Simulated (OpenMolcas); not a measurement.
**Pr2+: CASPT2 settings compared**

```yaml
Program: OpenMolcas 26.06
Basis: ANO-RCC-VDZ [7s6p4d2f]
Scalar_Hamiltonian: DKH4, point nucleus
Active_space: 3 electrons in 7 orbitals (4f)
State_averaging: 2S+1 = 4 odd, 35 roots (21 in the spin-orbit step); 2S+1 = 2 odd, 96 roots kept (CI in the orbitals of an earlier block, 35 in the spin-orbit step)
Spin-orbit_coupling: state interaction with AMFI integrals over the reference wave functions, term energies averaged over their components
```

Methods on the same reference wave functions:
A. CASSCF
B. SS-CASPT2, IPEA 0.5 Eh, imaginary shift 0.1 Eh (closed shells correlated: none)
C. XMS-CASPT2, IPEA 0.15 Eh, imaginary shift 0.05 Eh (closed shells correlated: none)

Energies in cm⁻¹ above 4f³ ⁴I°_9/2, the measured ground level; measured values from Martin, Zalubas and Hagan, Atomic Energy Levels: The Rare-Earth Elements, NSRDS-NBS 60 (1978); the list in Maison, Palmeri and Quinet, J. Phys. B 58, 015001 (2025).

```json
{"Level": "4f³ ⁴I°_9/2", "A": "0.0", "B": "0.0", "C": "0.0", "Measured": "0.0"}
{"Level": "4f³ ⁴I°_11/2", "A": "1466", "B": "1476", "C": "1475", "Measured": "1398"}
{"Level": "4f³ ⁴I°_13/2", "A": "3069", "B": "3080", "C": "3080", "Measured": "2893"}
{"Level": "4f³ ⁴I°_15/2", "A": "4766", "B": "4780", "C": "4780", "Measured": "4454"}
{"Level": "4f³ ²H°_9/2", "A": "13439", "B": "12700", "C": "12760", "Measured": "10033"}
{"Level": "4f³ ⁴F°_3/2", "A": "13883", "B": "13850", "C": "13500", "Measured": "9371"}
{"Level": "4f³ ⁴F°_5/2", "A": "14476", "B": "14440", "C": "14090", "Measured": "10138"}
{"Level": "4f³ ⁴F°_7/2", "A": "15099", "B": "15010", "C": "14690", "Measured": "10859"}
{"Level": "4f³ ⁴S°_3/2", "A": "15307", "B": "15170", "C": "14910", "Measured": "10950"}
```

Deviations, from unrounded energies. A percentage is the sum of absolute deviations over the sum of measured energies, with the sign that they share, or ± where signs differ.

| Against measurement | Levels | A | B | C |
| --- | --- | --- | --- | --- |
| mean absolute deviation (cm-1) | 8 | 2700 | 2600 | 2400 |
| fine structure of the ground term (%) | 3 | +6.4 | +6.8 | +6.7 |
| other terms of the ground configuration (%) | 5 | +40.6 | +38.6 | +36.2 |

C lies closest to measurement on these levels and A furthest from it. The largest miss of C in the table is 4f³ ⁴F°_3/2, by +4100 cm-1. The ranking rests on the paired levels alone, and a cruder setting can come out closer through cancelling errors.

Between B and C the level of the table that moves most is 4f³ ⁴F°_3/2, by 340 cm-1 (lowest in C, highest in B). Moves below CASPT2's spread within the term are not significant.

The mean deviations of B to C differ by less than CASPT2's widest spread within a term (190 cm-1), so their order carries little weight.

From A to B the spin-free energies of the other terms of 4f³ shown, above ⁴I°, scale by factors of 0.94 to 1.00.

The lowest spin-free term lies below A's lowest term by 0.014 hartree in B, 0.017 hartree in C.

Term energies are means over components that CASPT2 splits; among the terms shown or strongly mixed into the levels shown the widest spread is 190 cm-1 (4f³ ²G°, B). High states are left out of the spin-orbit mixing, which shifts the levels that they would mix with. Terms from blocks run as CI alone lack orbitals of their own. Without dynamic correlation excited terms often stand tens of per cent too high (terms of higher spin than the ground term too low), and those without a measured partner can miss by more than the paired ones (holds for A). Some terms miss by over 15 % even with CASPT2, which points to a basis or an active space too small for the shells correlated (holds for B; C). Measured partners are found by configuration, term and J. A level has none where our copy of the source lacks it or the pairing is in doubt (some pairs that miss far off the trend of their configuration count as doubtful), and it then counts in no deviation. Levels of configurations outside the active space are missing. Levels that lie high or do not pair safely by name in every column are left out.

° marks odd parity.
